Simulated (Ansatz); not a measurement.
Ansatz results at the PBE0-D4/def2-TZVP geometry: size of the dipole moment (B3LYP/def2-TZVPP) 2.05 D; size of the dipole moment (PBE/def2-TZVPP) 1.94 D; size of the dipole moment (ωB97M-V/def2-TZVPP) 2.07 D.

Each molecule was computed in one conformer, which needn't be the lowest.

Problem. Which molecule gave them?
A. `[GeH2][SeH]`•
B. `[CH2][CH2][GeH3]`•
C. `F[Si]([SiH3])Cl`•
D. `O[SiH][GeH2][OH]`•

Solution. D. The others give `[CH2][CH2][GeH3]`•: 0.44, 0.45, 0.40; `[GeH2][SeH]`•: 0.72, 0.63, 0.89; `F[Si]([SiH3])Cl`•: 1.63, 1.47, 1.63.

B3LYP here is the variant with VWN-RPA as its local correlation; programs differ in this.
